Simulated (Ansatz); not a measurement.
Start from `C[N](C)[In]([OH])[O][SiH3]` and change one atom or group to get `C[O][In]([O][SiH3])[N](C)C`.

Ansatz, PBE0-D4/def2-TZVP geometries, multiplicity 1. Each molecule was computed in one conformer, which needn't be the lowest.

Elements past krypton have def2 core potentials.

```
                                      property  `C[N](C)[In]([OH])[O][SiH3]`
size of the dipole moment (PBE/def2-TZVPP) / D                          1.52
         HOMO energy (ωB97M-V/def2-TZVPP) / eV                         -8.75
             LUMO energy (PBE/def2-TZVPP) / eV                         -2.56
           HOMO energy (B3LYP/def2-TZVPP) / eV                         -6.26
             HOMO energy (PBE/def2-TZVPP) / eV                         -5.19
          HOMO–LUMO gap (PBE0/def2-TZVPP) / eV                          4.81
```

Task: Give the same properties after the change, and the shifts. (Estimate.)

Result: The calculation gave: 
```json
{"property": "size of the dipole moment (PBE/def2-TZVPP) / D", "`C[O][In]([O][SiH3])[N](C)C`": "1.90", "shift": "0.38"}
{"property": "HOMO energy (ωB97M-V/def2-TZVPP) / eV", "`C[O][In]([O][SiH3])[N](C)C`": "-8.70", "shift": "0.05"}
{"property": "LUMO energy (PBE/def2-TZVPP) / eV", "`C[O][In]([O][SiH3])[N](C)C`": "-2.52", "shift": "0.04"}
{"property": "HOMO energy (B3LYP/def2-TZVPP) / eV", "`C[O][In]([O][SiH3])[N](C)C`": "-6.22", "shift": "0.04"}
{"property": "HOMO energy (PBE/def2-TZVPP) / eV", "`C[O][In]([O][SiH3])[N](C)C`": "-5.16", "shift": "0.03"}
{"property": "HOMO–LUMO gap (PBE0/def2-TZVPP) / eV", "`C[O][In]([O][SiH3])[N](C)C`": "4.82", "shift": "0.01"}
```

Dipoles are sizes alone; their direction can turn.

B3LYP here is the variant with VWN-RPA as its local correlation; programs differ in this.
